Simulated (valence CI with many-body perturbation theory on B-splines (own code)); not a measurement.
# E1 line list for Ba XLIII

Level of theory: valence CI with perturbative core correlation (CI+MBPT): four valence electrons over a frozen Dirac-Fock core [Ne], a basis of 11 s, 11 p, 9 d, 7 f, 5 g, 2 h, 1 i functions for each j, with the one-electron correlation potential Σ1 (screened to all orders), the two-electron term Σ2, the three-electron term Σ3, Breit, model QED; selected single and double excitations, second order for the rest (own B-spline code, finite nucleus).

No measured spectrum was set against this ion. As an estimate, large intervals hold to a few tenths of a per cent, small ones and those within an open d or f shell to about a per cent.

Lines 1 to 50 of 221 in falling wavelength, among levels below 525.07 eV, chosen from the strongest by gf and those to the six lowest levels. Wavelengths and rates use the calculated energies. Electric multipoles are in the length gauge, E1 and E2 with the static RPA response of the core. Weak lines are less certain than strong ones. Lines between different terms over intervals too small for the method are left out, as are lines whose strength nearly cancels. The highest levels of a list are the least certain.

Levels are named by their leading jj configuration (3d3/2^4 stands for four electrons in 3d with j = 3/2), which in mixed levels can hold well under half, so a name can repeat and another be missing. Letters in brackets count levels of one name in rising energy.

```csv
λ vac (Å),Upper,Lower,A (s⁻¹),S (a.u.)
1561,(3s 3p1/2^2 3p3/2) J=2,(3s^2 3p3/2^2) J=2,5.09e+04,4.77e-04
881.1,(3s 3p1/2^2 3p3/2) J=1,(3s^2 3p3/2^2) J=0,2.30e+05,2.32e-04
432.8,(3s 3p1/2^2 3p3/2) J=1,(3s^2 3p3/2^2) J=2,1.06e+07,1.27e-03
229.3,(3s^2 3p1/2 3d3/2) J=2,(3s^2 3p3/2^2) J=2,7.98e+06,2.38e-04
183.0,(3s^2 3p1/2 3d3/2) J=1,(3s^2 3p3/2^2) J=0,1.39e+07,1.26e-04
163.6,(3s 3p1/2 3p3/2 3d3/2) J=3 [a],(3s^2 3p3/2 3d3/2) J=2,9.51e+08,1.44e-02
156.0,(3s^2 3p1/2 3d5/2) J=2,(3s^2 3p3/2^2) J=2,3.25e+08,3.05e-03
150.6,(3s^2 3p1/2 3d3/2) J=1,(3s^2 3p3/2^2) J=2,8.11e+07,4.11e-04
146.0,(3s^2 3p1/2 3d5/2) J=3,(3s^2 3p3/2^2) J=2,4.50e+08,4.83e-03
145.1,(3s 3p1/2 3p3/2 3d3/2) J=4,(3s^2 3p3/2 3d3/2) J=3,3.06e+09,4.16e-02
143.6,(3s 3p1/2^2 3d3/2) J=2,(3s^2 3p1/2 3d3/2) J=1,2.95e+09,2.15e-02
140.0,(3s 3p1/2 3p3/2 3d5/2) J=4 [a],(3s^2 3p3/2 3d5/2) J=4,1.18e+09,1.43e-02
136.7,(3s 3p1/2^2 3d5/2) J=3,(3s 3p1/2 3p3/2^2) J=2 [a],1.84e+09,1.63e-02
131.0,(3s 3p1/2 3p3/2 3d5/2) J=4 [b],(3s^2 3p3/2 3d5/2) J=3,2.57e+09,2.56e-02
128.9,(3s 3p1/2 3p3/2 3d3/2) J=2 [c],(3s^2 3p3/2 3d3/2) J=2,2.23e+09,1.18e-02
126.5,(3s 3p1/2 3p3/2 3d3/2) J=3 [b],(3s^2 3p3/2 3d3/2) J=3,1.50e+09,1.05e-02
126.4,(3s 3p1/2 3p3/2 3d3/2) J=3 [b],(3s^2 3p3/2 3d3/2) J=2,1.15e+09,8.06e-03
123.5,(3s 3p1/2 3p3/2 3d3/2) J=2 [a],(3s 3p1/2 3p3/2^2) J=1 [b],2.00e+09,9.29e-03
122.4,(3s 3p1/2^2 3p3/2) J=2,(3s^2 3p1/2 3p3/2) J=2,4.24e+09,1.92e-02
121.2,(3s 3p1/2 3p3/2 3d3/2) J=2 [d],(3s^2 3p3/2 3d3/2) J=1,2.89e+09,1.27e-02
120.5,(3s 3p1/2 3p3/2 3d5/2) J=5,(3s^2 3p3/2 3d5/2) J=4,8.61e+09,8.17e-02
119.8,(3s 3p1/2 3p3/2^2) J=2 [a],(3s^2 3p3/2^2) J=2,1.16e+08,4.95e-04
119.1,(3s 3p1/2 3p3/2 3d5/2) J=4 [c],(3s^2 3p3/2 3d5/2) J=3,3.90e+09,2.93e-02
115.3,(3s 3p1/2 3p3/2 3d3/2) J=2 [a],(3s 3p1/2 3p3/2^2) J=2 [b],3.37e+09,1.27e-02
114.8,(3s 3p1/2^2 3p3/2) J=2,(3s^2 3p1/2 3p3/2) J=1,5.84e+09,2.18e-02
114.1,(3s 3p1/2 3p3/2 3d3/2) J=3 [c],(3s^2 3p3/2 3d3/2) J=3,4.25e+09,2.19e-02
114.0,(3s 3p1/2 3p3/2 3d3/2) J=3 [c],(3s^2 3p3/2 3d3/2) J=2,2.05e+09,1.05e-02
113.8,(3s 3p1/2 3p3/2^2) J=3,(3s^2 3p3/2^2) J=2,5.51e+09,2.80e-02
113.5,(3s 3p1/2^2 3d5/2) J=3,(3s^2 3p1/2 3d5/2) J=3,5.75e+09,2.91e-02
113.5,(3s 3p1/2 3p3/2^2) J=1 [a],(3s^2 3p3/2^2) J=0,4.02e+09,8.69e-03
112.4,(3s 3p1/2^2 3d3/2) J=1,(3s^2 3p1/2 3d3/2) J=2,1.15e+10,2.41e-02
112.3,(3s 3p1/2 3p3/2 3d5/2) J=3 [a],(3s^2 3p3/2 3d5/2) J=2,6.09e+09,2.98e-02
112.0,(3s 3p1/2 3p3/2 3d5/2) J=1 [c],(3s^2 3p3/2 3d5/2) J=1,5.54e+09,1.15e-02
110.2,(3s 3p1/2 3p3/2 3d5/2) J=2 [c],(3s^2 3p3/2 3d5/2) J=1,6.54e+09,2.16e-02
108.2,(3s 3p1/2^2 3d3/2) J=2,(3s^2 3p1/2 3d3/2) J=2,8.61e+09,2.69e-02
108.1,(3s 3p1/2^2 3d5/2) J=3,(3s^2 3p1/2 3d5/2) J=2,7.25e+09,3.16e-02
107.6,(3s 3p1/2 3p3/2 3d3/2) J=1 [c],(3s^2 3p3/2 3d3/2) J=1,3.95e+09,7.28e-03
107.5,(3p1/2^2 3p3/2^2) J=0,(3s 3p1/2 3p3/2^2) J=1 [b],1.16e+10,7.11e-03
106.6,(3s 3p1/2 3p3/2 3d5/2) J=3 [d],(3s^2 3p3/2 3d5/2) J=3,8.09e+09,3.39e-02
106.1,(3s 3p1/2 3p3/2 3d5/2) J=2 [c],(3s^2 3p3/2 3d5/2) J=3,2.55e+09,7.51e-03
105.2,(3s 3p1/2^2 3d5/2) J=2,(3s^2 3p1/2 3d5/2) J=3,1.48e+10,4.26e-02
104.5,(3s 3p1/2 3p3/2 3d5/2) J=2 [d],(3s^2 3p3/2 3d5/2) J=1,4.07e+09,1.15e-02
104.3,(3s 3p1/2 3p3/2 3d5/2) J=2 [b],(3s^2 3p3/2 3d5/2) J=2,8.78e+09,2.46e-02
104.1,(3s 3p1/2 3p3/2 3d3/2) J=2 [b],(3s 3p1/2 3p3/2^2) J=2 [b],4.23e+09,1.18e-02
103.6,(3s 3p1/2 3p3/2^2) J=1 [b],(3s^2 3p3/2^2) J=0,3.76e+09,6.20e-03
103.2,(3s 3p1/2 3p3/2 3d5/2) J=3 [b],(3s^2 3p3/2 3d5/2) J=2,3.18e+09,1.21e-02
102.8,(3s 3p1/2 3p3/2 3d5/2) J=4 [b],(3s^2 3p3/2 3d5/2) J=4,3.14e+09,1.51e-02
102.4,(3s 3p1/2 3p3/2 3d5/2) J=3 [b],(3s^2 3p3/2 3d5/2) J=4,2.01e+09,7.45e-03
101.6,(3s 3p1/2^2 3p3/2) J=1,(3s^2 3p1/2 3p3/2) J=2,1.67e+10,2.59e-02
101.4,(3s 3p1/2 3p3/2 3d3/2) J=2 [b],(3s 3p1/2 3p3/2^2) J=1 [a],3.14e+09,8.06e-03
```
